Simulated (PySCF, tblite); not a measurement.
Isomers of C6H10F3OP. Calculated harmonic vibrations of the isolated species, GFN2-xTB (tblite), most abundant isotopes, no scaling. This tight-binding method is rough: wavenumbers can miss measured ones by several per cent, in bad cases by 10 to 20. Modes of hydrogen on phosphorus can be 10 to 20 % off. One conformer each.

Electronic energies: PBE0/pcSseg-1 single points on the GFN2-xTB geometries (PySCF, gas phase).

```csv
SMILES,"electronic energy, lowest = 0 (kJ/mol)"
C[P@](=O)(CC(F)(F)F)C1CC1,42.8
O=[P@@H]1CCCC[C@@H]1C(F)(F)F,0.0
O=[P@@H](CC(F)(F)F)C1CCC1,106.4
C=CC[P@H](=O)CCC(F)(F)F,91.2
```

Q: How do GFN2-xTB zero-point energies change the relative energies?

A: 
```
                      SMILES  ZPE (kJ/mol)  of it from modes above 1550 cm⁻¹  electronic (kJ/mol)  with ZPE, lowest = 0 (kJ/mol)  lowest mode (cm⁻¹)  rings
O=[P@@H]1CCCC[C@@H]1C(F)(F)F         411.2                             173.7                  0.0                            0.0                  52      1
   C[P@](=O)(CC(F)(F)F)C1CC1         401.8                             182.0                 42.8                           33.4                  36      1
     C=CC[P@H](=O)CCC(F)(F)F         398.0                             186.3                 91.2                           78.1                  31      0
   O=[P@@H](CC(F)(F)F)C1CCC1         405.5                             175.0                106.4                          100.7                  39      1
```

The zero-point energies span 13.2 kJ/mol, from `C=CC[P@H](=O)CCC(F)(F)F` to `O=[P@@H]1CCCC[C@@H]1C(F)(F)F`. The order is unchanged.

Q: And how do the electronic energies of GFN2-xTB itself compare?

A: `O=[P@@H]1CCCC[C@@H]1C(F)(F)F` 0.0; `C[P@](=O)(CC(F)(F)F)C1CC1` 100.3; `C=CC[P@H](=O)CCC(F)(F)F` 131.9; `O=[P@@H](CC(F)(F)F)C1CCC1` 86.1 kJ/mol, lowest = 0. Against the energies above, taken from the same isomer `O=[P@@H]1CCCC[C@@H]1C(F)(F)F`, the largest difference is 57.5 kJ/mol.

Q: What do entropy and thermal enthalpy add at 298.15 K and 1 bar (rigid rotor, harmonic oscillator, one conformer each)?

A: 
```tsv
SMILES	point group	symmetry number	S (J/(mol K))	H − H(0) (kJ/mol)	ZPE + H − H(0) − TS (kJ/mol)
O=[P@@H]1CCCC[C@@H]1C(F)(F)F	C1	1	430.3	31.20	314.1
C[P@](=O)(CC(F)(F)F)C1CC1	C1	1	470.9	35.66	297.1
C=CC[P@H](=O)CCC(F)(F)F	C1	1	481.1	35.91	290.5
O=[P@@H](CC(F)(F)F)C1CCC1	C1	1	460.7	33.49	301.6
```
